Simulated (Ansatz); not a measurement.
`C[SiH]([AlH2])Cl` + `[NH2][AlH2]` → `C[SiH](Cl)[NH][AlH2]` + `[AlH3]`  (cleavage of the Si–Al bond)

Program: Ansatz. Geometries: PBE0-D4/def2-TZVP. ΔE: electronic, gas phase. CCSD(T)/CBS is the MP2 limit (def2-TZVPP, def2-QZVPP) plus CCSD(T) − MP2 in def2-TZVPP, frozen cores. This one scheme is used for every species. DFT in def2-TZVPP. One conformer a species, not always the lowest.

`C[SiH]([AlH2])Cl`:

```xyz
10

C    -1.500    0.285   -0.552
Si    0.278    0.674   -0.114
Al    1.496   -1.160    0.996
Cl    1.271    1.181   -1.872
H    -1.565   -0.578   -1.218
H    -2.070    0.063    0.356
H    -1.963    1.139   -1.050
H     0.293    1.911    0.722
H     2.790   -1.804    0.341
H     0.969   -1.712    2.392
```

`[NH2][AlH2]`:

```xyz
6

N    -0.739    0.540   -0.204
Al    0.653   -0.477    0.180
H    -1.057    1.316    0.354
H    -1.329    0.428   -1.012
H     1.467   -0.151    1.498
H     1.005   -1.656   -0.816
```

`C[SiH](Cl)[NH][AlH2]`:

```xyz
12

C     1.090   -0.668    1.639
Si    0.605   -0.488   -0.143
Cl    0.696   -2.387   -0.976
N    -0.951    0.198   -0.347
Al   -1.483    1.432   -1.525
H     2.079   -1.123    1.725
H     1.111    0.309    2.128
H     0.379   -1.306    2.170
H     1.555    0.348   -0.913
H    -1.674   -0.208    0.236
H    -3.014    1.830   -1.516
H    -0.393    2.062   -2.479
```

`[AlH3]`:

Cartesian coordinates in Å:
```
Al 0.000 0.000 0.000
H -1.304 -0.895 0.108
H 0.230 1.192 1.020
H 1.074 -0.297 -1.129
```

```csv
level,ΔE (kJ/mol)
r2SCAN-D4,-72.5
HF/def2-QZVPP,-88.4
```

Q: What does CCSD(T)/CBS give? (An estimate is asked.)

A: The calculation gave: -76.9 kJ/mol. The listed levels differ from it by 4.4, -11.5 kJ/mol.

Largest T1 diagnostic among the species: 0.011.

From PBE to PBE0 (25 % exact exchange), in def2-TZVPP and without D4, ΔE moves by −7.7 kJ/mol. The D4 term adds −6.3 kJ/mol with B3LYP and −3.5 kJ/mol with PBE0; it sums over pairs of atoms, weighted by their polarisabilities, and B3LYP, whose exchange is more repulsive, gets the larger term.

B3LYP here is the variant with VWN-RPA as its local correlation; programs differ in this.
